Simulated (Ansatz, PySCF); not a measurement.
This PySCF input computes a PBE0/def2-TZVPD energy:

```python
from pyscf import gto, scf, dft

mol = gto.M(
    atom='''
    Si   -0.12715094   -0.25195329   -0.27007601
    F    -0.74687488   -0.71975965    1.13064117
    F    -0.72888459    1.18221121   -0.65217284
    N     1.55350392   -0.04291937   -0.03011161
    H     2.08795311   -0.77582140    0.41336219
    H     2.09946784    0.44153906   -0.72773167
    ''',
    basis='def2-tzvpd',
    charge=0,
    spin=1,
    verbose=4,
)

mf = dft.UKS(mol, xc='pbe0').density_fit(auxbasis='def2-universal-jkfit')
mf.grids.level = 3
mf.conv_tol = 1e-9
mf.max_cycle = 100
mf.max_memory = 1500
mf.kernel()
if not mf.converged:
    mf = mf.newton()
    mf.kernel(mf.make_rdm1())
for _ in range(2):
    mo, _, stable, _ = mf.stability(return_status=True)
    if stable:
        break
    mf.kernel(mf.make_rdm1(mo, mf.mo_occ))
mf.analyze()
```

Q: Write an input for the same energy in Ansatz (a program for electronic structure) and say what it gives.

A: 
Ansatz 0.2 input:
```yaml
crystal:
  periodic: [false, false, false]
  atoms:
    - {symbol: Si, position_ang: [-0.12715094, -0.25195329, -0.27007601]}
    - {symbol: F, position_ang: [-0.74687488, -0.71975965, 1.13064117]}
    - {symbol: F, position_ang: [-0.72888459, 1.18221121, -0.65217284]}
    - {symbol: N, position_ang: [1.55350392, -0.04291937, -0.03011161]}
    - {symbol: H, position_ang: [2.08795311, -0.77582140, 0.41336219]}
    - {symbol: H, position_ang: [2.09946784, 0.44153906, -0.72773167]}
basis:
  gaussian:
    orbitals: def2-TZVPD
hamiltonian:
  xc: {name: PBE0}
magnetization: {spin_polarized: true, initial_magnetization: 1}
output: {forces: true}
```
It gives -545.00345 Eh, and PySCF -545.00349 Eh, a difference of 0.04 mEh, from the treatment of integrals and grids.

It need not be the lowest isomer of its formula.
